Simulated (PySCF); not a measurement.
Harmonic spectrum computed at PBE0 in the def2-TZVP basis family (core potentials from Rb on, PySCF, no spin–orbit coupling):

| ω (cm⁻¹) | IR (km/mol) |
| --- | --- |
| 84 | 22.4 |
| 211 | 18.5 |
| 586 | 0.0 |
| 668 | 191 |

Problem. Which molecule gave it? In each, all ligands are bound to the one heavy central atom.
A. AuF₂ (doublet)
B. CdF₂ (singlet)
C. IrF₂ (quartet)
D. PdF₂ (triplet)
E. RhF₂ (quartet)

Solution. D. It has D∞h symmetry with Pd–F 1.867 Å (×2).
